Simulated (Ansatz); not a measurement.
Basis-set extrapolation for `O=C1CCC(=O)CC1` (PBE0-D4/def2-TZVP geometry, frozen core, Ansatz). Multiplicity 1, RHF reference.

```
                      def2-TZVPP   def2-QZVPP
                 HF  -381.747248  -381.764173
    MP2 correlation    -1.430737    -1.529744
CCSD(T) correlation    -1.535920      not run
```

Energies in hartree. Use E(X) = E(∞) + A·exp(−7.88·√X) for Hartree–Fock and E(X) = E(∞) + B·X^(−2.97) for correlation, with X = 3 and 4, and add CCSD(T) minus MP2 of the smaller set to the MP2 limit.

Q: What is the CCSD(T) energy at the basis-set limit?

A: HF limit: -381.764173 + (-0.016925) × 0.13774 = -381.76650. MP2 limit: -1.529744 + (-0.099007) × 0.74074 = -1.60308. Higher-order term: -1.535920 − (-1.430737) = -0.10518. Total: -383.47476 hartree, 503.0 kJ/mol below CCSD(T)/def2-TZVPP.
